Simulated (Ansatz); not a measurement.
Cu2I3. Total charge 0; doublet. Geometry B3LYP-D4/def2-SVP; atoms count from 1.

```xyz
5

Cu   -0.9867    0.6650   -0.1420
Cu    1.0400   -0.5383    0.2544
I     0.7156    1.7243    1.5755
I    -1.2311   -1.8796    0.5901
I     0.4622    0.0285   -2.2781
```

In the def2 sets I takes a core potential; there is no spin–orbit coupling. Another isomer (doublet) lies 0.47 eV lower at PBE0-D4/def2-TZVP; other spin states weren't run for this one.

(1) Estimate the Mulliken populations from the PBE0/def2-TZVP orbitals of Ansatz.

(2) Where does the spin sit?

(3) And the Mayer bond orders between heavy atoms (over 0.3)?

## Answers

(1) 
```json
{"atom": "Cu1", "charge (e)": "0.26", "spin (α − β)": "0.13", "d electrons": "9.83"}
{"atom": "Cu2", "charge (e)": "0.26", "spin (α − β)": "0.13", "d electrons": "9.83"}
{"atom": "I3", "charge (e)": "-0.24", "spin (α − β)": "0.10", "d electrons": "–"}
{"atom": "I4", "charge (e)": "-0.14", "spin (α − β)": "0.32", "d electrons": "–"}
{"atom": "I5", "charge (e)": "-0.14", "spin (α − β)": "0.32", "d electrons": "–"}
```
Mulliken values depend strongly on the basis.

(2) Summed by element: Cu 0.26, I 0.74, of 1 unpaired in all. Largest on single atoms: I4 0.32, I5 0.32, Cu1 0.13.

(3) Cu1–I3 0.59 (2.64 Å); Cu1–I4 0.55 (2.66 Å); Cu1–I5 0.55 (2.66 Å); Cu2–I3 0.59 (2.64 Å); Cu2–I4 0.55 (2.66 Å); Cu2–I5 0.55 (2.66 Å).
